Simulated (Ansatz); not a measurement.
Reactions of CH₅NS₂Si (`C=N[SiH](S)S`).

Isolated molecules relaxed with PBE0-D4/def2-TZVP in Ansatz; ΔE leaves out vibrations. CCSD(T)/CBS adds triple-zeta CCSD(T) − MP2 to the extrapolated MP2 energy (def2 sets, frozen cores). This one scheme is used for every species, atoms too. For atomizations the MP2-based limit and the directly extrapolated one differ by several kJ/mol either way, and by 10 to 25 for some Ge, Se and Sn compounds, so smaller differences from it don't rank the levels. Functionals use def2-TZVPP. Open shells (•) are unrestricted, without spin–orbit coupling. Spin–orbit coupling would lower the free atoms: a little for C, S, Si. One conformer a species, not always the lowest.

```csv
reaction,B2PLYP (eV),CCSD/CBS(def2) (eV),ωB97X-V (eV),PBE0-D4 (eV),CCSD(T)/CBS(def2) (eV)
`C=N[SiH](S)S` + H₂ → `C=N[SiH2]S` + H₂S,0.39,0.40,0.42,0.49,0.46
`C=N[SiH](S)S` + H₂O → `O[SiH](S)S` + `C=N`,-0.64,-0.61,-0.64,-0.57,-0.59
`C=N[SiH](S)S` → C• + 5 H• + N• + 2 S• + Si•,35.30,35.14,36.13,35.87,35.83
`C=N[SiH](S)S` + H₂ → `S[SiH2]S` + `C=N`,0.24,0.22,0.24,0.26,0.27
`C=N[SiH](S)S` + CH₄ → `C[SiH](S)S` + `C=N`,0.45,0.40,0.40,0.39,0.41
`C=N[SiH](S)S` + `[SiH3]SCS` → `S[SiH](S)S` + `C=NCS[SiH3]`,-0.24,-0.24,-0.26,-0.30,-0.25
`C=N[SiH](S)S` + H₂S → `S[SiH](S)S` + `C=N`,-0.17,-0.21,-0.20,-0.25,-0.21
`C=N[SiH](S)S` + H–F → `F[SiH](S)S` + `C=N`,-1.05,-1.01,-1.04,-0.94,-0.98
`C=N[SiH](S)S` → `C=N` + `S[Si]S`,1.65,1.75,1.87,1.77,1.74
`C=N[SiH](S)S` + HCl → `S[SiH](S)Cl` + `C=N`,-0.55,-0.57,-0.57,-0.57,-0.56
```

Largest T1 diagnostic: 0.015, for `S[Si]S`.
